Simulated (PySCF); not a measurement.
## Assigning NMR signals

Cartesian coordinates in Å; atom numbers follow the order of the lines, from 1:
```xyz
20

C    -1.7574   -2.4743   -0.3323
C    -0.6837   -2.0814    0.3247
C    -0.4175   -0.6574    0.7394
C     0.7299   -0.1445   -0.0866
N     1.8819   -0.0494    0.3932
C     2.9649    0.4280   -0.4055
O    -1.5556    0.1372    0.5527
Si   -1.7800    1.7258    0.7051
C    -0.6335    2.6924   -0.4238
N     0.0737    3.2722   -1.1142
H    -2.5368   -1.7796   -0.5952
H    -1.9030   -3.5020   -0.6162
H     0.1081   -2.7653    0.5954
H    -0.1210   -0.6391    1.7973
H     0.4618    0.1265   -1.1174
H     3.4018    1.2876    0.1031
H     2.6673    0.7130   -1.4221
H     3.7234   -0.3547   -0.4476
H    -3.1447    1.8362    0.2188
H    -1.4848    2.2394    2.0434
```

Theoretical values (PySCF 2.14.0 with density-fitted response routines): σ from GIAO-PBE0/pcSseg-1, structure optimised with GFN2-xTB. One computed conformer, isolated molecule, relativity neglected, averaged over atoms made equivalent by symmetry, fast rotation or ring inversion.

Shifts are taken against calculated references (same method and geometry level): 13C (σref 186.93), 1H (σref 31.72) vs TMS.

Task: Assign these signals to the numbered atoms. 13C{1H} NMR (computed): δ 167.9, 143.3, 127.3, 121.7, 83.1, 50.3.

Result: 
```tsv
δ (ppm)	atoms	environment	reason
167.9	C4	C=N carbon	–
143.3	C2	alkene CH	the olefinic region
127.3	C9	nitrile carbon	this is the usual window of a C≡N carbon, which has no attached hydrogen
121.7	C1	terminal =CH2 carbon	as expected for a trigonal carbon in a double bond
83.1	C3	allylic sp3 CH bonded to O	the inductive effect lowers its shielding
50.3	C6	methyl carbon bonded to N	the inductive effect lowers its shielding
```

Task: Assign these signals to the numbered atoms. 1H NMR (400 MHz, computed): δ 7.76 (d, 1H), 6.02 (m, 1H), 6.00 (m, 1H), 5.68 (m, 1H), 5.03 (m, 1H), 5.00 (m, 1H), 4.92 (m, 1H), 3.75 (s, 3H).

Result: 
| δ (ppm) | atoms | environment | reason |
| --- | --- | --- | --- |
| 7.76 | H15 | hydrogen on a C=N carbon | – |
| 6.02 | H11 | hydrogen on a terminal =CH2 carbon | olefinic region |
| 6.00 | H13 | hydrogen on an alkene CH | attached to an sp2 carbon and in the plane of the double bond |
| 5.68 | H12 | hydrogen on a terminal =CH2 carbon | attached to an sp2 carbon and in the plane of the double bond |
| 5.03 | H20 | hydrogen on a silicon bonded to C, O | – |
| 5.00 | H19 | hydrogen on a silicon bonded to C, O | – |
| 4.92 | H14 | hydrogen on an allylic sp3 CH bonded to O | its carbon carries O, an electronegative neighbour |
| 3.75 | H16/H17/H18 | hydrogen on a methyl carbon bonded to N | its carbon carries N, hence the downfield position |

H11 and H13; H20 and H19; H19 and H14 lie closer than the usual error of such a calculation, so a measured spectrum could show them in the other order.

Shifts are as computed. Against solution values, carbons near 30 ppm lie about +3 ppm off and those near 130 ppm about +5 ppm. Of 1211 compounds with measured shifts, 218 miss one by over three times the rms of a fit or turn the order of signals round; such compounds aren't used in these exercises. No couplings were computed; multiplicities are counted from neighbouring protons, with m where these are inequivalent, close in shift, in a saturated or five-membered ring or joined by F or P, and br s for small geminal =CH2 splittings.
